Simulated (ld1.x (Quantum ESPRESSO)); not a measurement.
**aluminium (Al), TM: configuration errors across variants**

| Item | Value |
| --- | --- |
| Element | Al (Z = 13) |
| Generator | ld1.x (Quantum ESPRESSO) 7.5 |
| Type | norm-conserving Troullier–Martins (Kleinman–Bylander form) |
| Functional | PBE |
| Relativity | scalar-relativistic |
| Frozen core | [Ne] |
| Valence charge | 3 |
| Reference configuration | 3s2 3p1 |
| Partial waves | 3s (bound): rc 2.20 bohr; 3p (bound): rc 2.10 bohr; 3d channel at 0.05 Ry: rc 2.05 bohr |
| Local potential | all-electron potential smoothed inside 1.75 bohr (lloc = -1) |
| Core correction | a·sin(br)/r model core inside 1.80 bohr |

All-electron excitation energies from the reference (eV): (1) 3s2 3p0 5.761; (2) 3s1 3p0 24.987; (3) 3s2 3p0.5 2.086; (4) 3s2 3p1.3 -0.575; (5) 3s0 3p3 10.451; (6) 3s1 3p2 5.139; (7) 3s1 3p1 11.571.

2 further variants failed, have other tests or another functional or relativity, and are left out.

Errors AE − PS in meV (a dash: test not solved or not reliable):

| change | (1) | (2) | (3) | (4) | (5) | (6) | (7) | bound ghosts |
| --- | --- | --- | --- | --- | --- | --- | --- | --- |
| base | +0.2 | +7.8 | +0.1 | +0.1 | -0.9 | -0.8 | +1.3 | none |
| wave 3d channel at 0.05 Ry: rc 2.05 bohr becomes 3d channel at 0.05 Ry: rc 1.60 bohr | +0.2 | +7.8 | +0.1 | +0.1 | -0.9 | -0.8 | +1.3 | none |
| core correction a·sin(br)/r model core inside 1.18 bohr | +1.8 | +17 | +0.3 | +0.1 | -10 | -2.3 | +3.4 | none |
| type ultrasoft; waves now 3s (bound): rcut 1.90, rcutus 2.20 bohr; 3s channel at -0.25 Ry: rcut 1.90, rcutus 2.20 bohr; 3p (bound): rcut 1.85, rcutus 2.10 bohr; 3p channel at 0.45 Ry: rcut 1.85, rcutus 2.10 bohr; 3d channel at 0.05 Ry: rcut 1.80, rcutus 2.05 bohr; 3d channel at 0.5 Ry: rcut 1.80, rcutus 2.05 bohr; local potential all-electron potential smoothed inside 1.55 bohr (lloc = -1); augmentation built from norm-conserving waves at rcut, not smoothed further | -1.4 | -2.7 | -0.2 | 0.0 | +6.3 | +0.7 | -1.3 | none |
| wave 3s (bound): rc 2.20 bohr becomes 3s (bound): rc 1.74 bohr | +0.1 | +8.5 | +0.1 | +0.1 | +4.3 | +0.3 | +2.4 | none |
| wave 3d channel at 0.05 Ry: rc 2.05 bohr becomes 3d channel at 1.21 Ry: rc 2.05 bohr | +0.2 | +7.8 | +0.1 | +0.1 | -0.9 | -0.8 | +1.3 | none |
| local potential all-electron potential smoothed inside 2.62 bohr (lloc = -1) | -0.2 | +4.8 | 0.0 | 0.0 | -1.2 | -0.9 | +0.5 | none |

Question: Give the same row for: local potential the d channel.

Answer: +0.7, +13, +0.1, +0.1, -0.4, -0.6, +2.7; bound ghosts: none.
